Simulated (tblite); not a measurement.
Species: C11H7N3S.
Bonds: C1–C2 (aromatic), C2–C3 (aromatic), C3–C4, C4–C5 (aromatic), C5–C6 (aromatic), C6–N7 (aromatic), N7–C8 (aromatic), C8–C9 (aromatic), C3–C10 (aromatic), C10–N11 (aromatic), N11–S12 (aromatic), S12–N13 (aromatic), N13–C14 (aromatic), C14–C15 (aromatic), C1–C15 (aromatic), C4–C9 (aromatic), C10–C14 (aromatic). Hydrogens: H16 on C1; H17 on C2; H18 on C5; H19 on C6; H20 on C8; H21 on C9; H22 on C15.

Structure optimised with GFN2-xTB, isolated species.

Q: What internal coordinates does the optimisation give?

A: 
```csv
bond,length (pm),order
C1–C2,140.7,aromatic
C2–C3,137.7,aromatic
C3–C4,146.6,single
"C4–C5, C4–C9",139.5,aromatic
"C5–C6, C8–C9",138.4,aromatic
"C6–N7, N7–C8",132.2,aromatic
C3–C10,141.7,aromatic
C10–N11,133.4,aromatic
N11–S12,160.6,aromatic
S12–N13,160.5,aromatic
N13–C14,133.5,aromatic
C14–C15,140.4,aromatic
C1–C15,136.7,aromatic
C10–C14,144.1,aromatic
C1–H16,108.0,single
C2–H17,108.0,single
"C5–H18, C9–H21",107.8,single
"C6–H19, C8–H20",108.2,single
C15–H22,107.8,single
```

Bonds in one row agree within 1 pm and their mean is given. Orders are formal, as drawn. A selection of angles:
```csv
angle,degrees
C2–C1–C15,121.9
C2–C1–H16,118.4
C15–C1–H16,119.7
C1–C2–C3,122.7
C1–C2–H17,118.2
C3–C2–H17,119.0
C2–C3–C4,122.0
C2–C3–C10,116.7
C4–C3–C10,121.3
C3–C4–C5,121.5
C5–C4–C9,117.4
C4–C5–C6,118.7
C4–C5–H18,120.5
C6–C5–H18,120.8
C5–C6–N7,123.7
C5–C6–H19,120.8
N7–C6–H19,115.5
C6–N7–C8,117.7
C8–C9–H21,120.3
C4–C9–H21,120.8
C3–C10–N11,127.9
C3–C10–C14,120.4
N11–C10–C14,111.7
C10–N11–S12,108.9
N11–S12–N13,98.7
S12–N13–C14,108.7
N13–C14–C15,127.3
C10–C14–N13,112.0
C10–C14–C15,120.7
C14–C15–H22,119.8
C1–C15–C14,117.7
C1–C15–H22,122.5
```

Dihedral angles: C2–C3–C4–C5 145° (anticlinal). The mirror-image conformer, all signs reversed, is as good.

The C–C distances run from 1.367 Å (C1–C15, aromatic) to 1.466 Å (C3–C4, drawn single), a spread of 0.099 Å. The 5-membered ring C10–N11–S12–N13–C14 has internal angles of 98.7° to 112.0° (sum 540°, against 540° for a flat polygon); it is planar, 0.00 Å rms from its mean plane, widest ring torsion 0°. S12 (ring sulfur) is bent (angle 98.7°). The 6-membered ring C1–C2–C3–C10–C14–C15 has internal angles of 116.7° to 122.7° (sum 720°, against 720° for a flat polygon); it is planar, 0.00 Å rms from its mean plane, widest ring torsion 1°. The 6-membered ring C4–C5–C6–N7–C8–C9 has internal angles of 117.4° to 123.7°; it is planar, 0.00 Å rms from its mean plane, widest ring torsion 0°. Of the pairs four or more bonds apart, N11···H18 is among the closest relative to their van der Waals radii: 2.43 Å, 88 % of the sum of Bondi's values.

Point group: C1 (no symmetry element, even within 0.4 Å). Its GFN2-xTB frequencies are all real (lowest 49 cm⁻¹). The numbers are those of one conformer.

These are computed values.
